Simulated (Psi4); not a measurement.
**HfF4 (SMILES F[Hf](F)(F)F): name the method**

HfF4: 5 atoms, total charge 0, spin state singlet. As SMILES, `F[Hf](F)(F)F`. The shape is that of a PBE0-D4/def2-TZVP optimisation.

```xyz
5

F    -0.9087   -0.1120    1.6614
Hf    0.0000    0.0000    0.0000
F     1.6229   -0.9772    0.0997
F    -1.0932   -0.7277   -1.3690
F     0.3790    1.8169   -0.3922
```

A calculation with Psi4 1.11 gave:

```
total energy  : -447.2582 Eh
dipole moment : 0.00 D
HOMO energy   : -14.56 eV
LUMO energy   : 0.92 eV
HOMO–LUMO gap : 15.48 eV
```

Task: Which of these levels gave the numbers?
A. HF/def2-SVP (core potential)
B. M06-2X/def2-SVP (core potential)
C. wB97X-V/def2-SVP (core potential)
D. wB97X/def2-SVP (core potential)

Result: C. The others give -447.1730 Eh (M06-2X/def2-SVP (core potential)), -447.3497 Eh (wB97X/def2-SVP (core potential)), -445.2478 Eh (HF/def2-SVP (core potential)).
